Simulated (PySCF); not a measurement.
## Co⁺: ionisation energy

Co⁺ [Ar] 3d8 (3F) → Co²⁺ [Ar] 3d7 (4F), as a difference of total energies. Calculation: PySCF 2.14, in 6-31G* (5s4p2d1f, 34 functions); no relativity, point nucleus. Correlated levels: valence: [Ar] frozen. The calculations carry no spin-orbit coupling.

| method | ionisation energy (eV) |
| --- | --- |
| UHF | 12.681 |
| r2SCAN | 15.182 |
| PBE0 | 15.053 |
| MP2 (valence) | 14.345 |
| SCS-MP2 (valence) | 14.247 |

**Question.** How much does correlation contribute at MP2 (valence)?

**Answer.** 14.345 − (12.681) = 1.664 eV, measured against UHF.

These non-relativistic numbers lack the scalar-relativistic shift.

The reference lies between the lowest fine-structure levels, while these numbers refer to the centres of the terms.

Errors of the correlated levels include the incompleteness of this basis and the frozen core.

For comparison: 17.084 eV (measured; NIST Atomic Spectra Database, ionization energies).
